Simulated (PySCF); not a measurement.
# Ionisation energy of Gd²⁸⁺ by level of theory

Gd²⁸⁺ [Kr] → Gd²⁹⁺ [Ar] 3d10 4s2 4p5 [4p1/2^2 4p3/2^3, M_J = 3/2], as a difference of total energies. Calculation: PySCF 2.14, in an even-tempered Gaussian basis (17 s from 2.4 bohr⁻², ratio 2.8; 14 p from 3.1 bohr⁻², ratio 2.8; 9 d from 5.6 bohr⁻², ratio 2.8; 4 f from 17 bohr⁻², ratio 3); the two-component X2C-1e Hamiltonian. Correlated levels: [Ne] frozen; the 90 highest virtual spinors dropped. "Screened" scales the spin-orbit matrix elements by Boettger's factors to mimic the two-electron term; Breit and QED terms are absent.

```tsv
method	ionisation energy (eV)
GHF (screened spin-orbit)	1096.7
GMP2 (screened spin-orbit)	1098.0
```

Breit and QED terms and the two-electron picture change are absent.

For comparison: 1100 ± 4 eV (theoretical estimate listed by NIST; NIST Atomic Spectra Database, ionization energies).
